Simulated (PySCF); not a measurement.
Compound: H₈OSeSi₃.
SMILES: `[SiH3]O[Si@@H]([SiH3])[SeH]`

Jobs on this species (13 atoms, 92 electrons) with PySCF (density fitting). Hardware of each: an Arm Neoverse V1 with one thread (shared host). Other jobs ran on the host; a repeat could differ by tens of per cent or more. Peak memory is the resident size of the whole Python process, interpreter and libraries included.

| level and settings | work | basis functions | SCF cycles | wall time | peak memory |
| --- | --- | --- | --- | --- | --- |
| delta-SCF UKS PBE0, pcX-2 on the ionised atom, pcseg-1 elsewhere, spin-free X2C | ΔSCF core ionisation, 7 holes | 177 | ? | ? | ? |
| delta-SCF UKS HF, pcX-2 on the ionised atom, pcseg-1 elsewhere, spin-free X2C | ΔSCF core ionisation, 7 holes | 177 | ? | ? | ? |
| delta-SCF UKS SCAN, pcX-1 on the ionised atom, pcseg-1 elsewhere, spin-free X2C | ΔSCF core ionisation, 7 holes | 157 | 96 | 44 s | 0.52 GiB |
| delta-SCF UKS SCAN, def2-TZVP on the ionised atom, pcseg-1 elsewhere, spin-free X2C | ΔSCF core ionisation, 7 holes | 154 | 98 | 51 s | 0.57 GiB |
| PBE0-D3(BJ)/def2-SVP, grid level 1 | geometry optimisation from a GFN2-xTB start shaken at random | 140 | 158 | 4.4 min | 0.54 GiB |
| delta-SCF UKS B3LYP, pcX-2 on the ionised atom, pcseg-1 elsewhere, spin-free X2C | ΔSCF core ionisation, 7 holes | 177 | 89 | 94 s | 0.81 GiB |
| delta-SCF UKS PBE, pcX-2 on the ionised atom, pcseg-1 elsewhere, spin-free X2C | ΔSCF core ionisation, 7 holes | 177 | 103 | 36 s | 0.64 GiB |
| delta-SCF UKS SCAN, pcX-2 on the ionised atom, pcseg-1 elsewhere, spin-free X2C | ΔSCF core ionisation, 7 holes | 177 | 100 | 54 s | 0.64 GiB |
| delta-SCF UKS SCAN, pcX-2 on the ionised atom, pcseg-1 elsewhere, non-relativistic | ΔSCF core ionisation, 7 holes | 177 | 99 | 52 s | 0.63 GiB |

**Question.** Fill in the missing figures.

**Answer.** 
- delta-SCF UKS PBE0, pcX-2 on the ionised atom, pcseg-1 elsewhere, spin-free X2C; ΔSCF core ionisation, 7 holes: 90 s, 0.81 GiB, 87 SCF cycles
- delta-SCF UKS HF, pcX-2 on the ionised atom, pcseg-1 elsewhere, spin-free X2C; ΔSCF core ionisation, 7 holes: 65 s, 0.74 GiB, 83 SCF cycles

**Question.** What do all jobs in the table cost together?

**Answer.** About 12 min; the longest takes about 35 % of that, and about 7.3 times as long as the shortest.
